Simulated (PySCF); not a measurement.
BrHSTe, SMILES S[Te]Br. Coordinates come from a PBE0-D3(BJ)/def2-SVP optimisation. The def2 effective core potentials stand for the cores of Te; spin–orbit coupling is left out. One conformer was computed; it need not be the lowest.

Computed equilibrium geometry at PBE0-D3(BJ)/def2-SVP (PySCF confirms it by a frequency run) as bond lengths and angles (one conformer of several):
Atoms: Te1 Br2 S3 H4. Bond lengths (Å): Te1–Br2 2.528, Te1–S3 2.383, S3–H4 1.354. Angles (°): Br2–Te1–S3 102.0, Te1–S3–H4 97.6.
